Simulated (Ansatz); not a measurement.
Molecule: sum formula SiI$_{2}$F$_{2}$ (charge 0, singlet). SMILES: [Si](I)(F)(F)I
Structure (B3LYP-D3(BJ)/def2-TZVP (Ansatz, a first-principles code) minimum search):
```xyz
5

F     -0.0957    -1.8063     1.3096
Si    -0.0447    -0.8902     0.0185
F     -0.0883    -1.8596    -1.2334
I     -2.0012     0.5302    -0.0169
I      2.0443     0.3275    -0.0009
```
Charge 0, spin multiplicity 1.

Wanted: vertical ionisation energy (to the doublet state of charge +1; each state is the SCF solution reached for its spin; for the doublet the Hartree-Fock reference is unstable and T1 is 0.018), in eV. Correlated levels leave the core frozen unless marked. Open shells are spin-unrestricted. Spin-orbit coupling is left out. Frozen are the shells of the preceding noble gas and the d and f shells that filled before the atom's block. Past Kr the def2 sets carry scalar-relativistic core potentials.  The program attaches cautions to a run behind CCSD/def2-SVPD: other roots. The program attaches cautions to a run behind CCSD(T)/def2-TZVPPD: other roots. The program attaches cautions to a run behind CCSD(T)/def2-QZVPPD: other roots.

| level | program | vertical ionisation energy (eV) |
|---|---|---|
| RI-HF/def2-TZVPPD | Ansatz | 9.68 |
| CAM-B3LYP/def2-TZVPD | Ansatz | 10.22 |
| wB97M-V/def2-TZVPD | Ansatz | 10.27 |
| wB97X-V/def2-TZVPD | Ansatz | 10.35 |
| B2PLYP/def2-TZVPD | Ansatz | 10.04 |
| RI-MP2/def2-TZVPPD | Ansatz | 10.41 |
| CCSD/def2-SVPD | Ansatz | 10.11 |
| CCSD(T)/def2-TZVPPD | Ansatz | 10.16 |
| CCSD(T)/def2-QZVPPD | Ansatz | 10.30 |
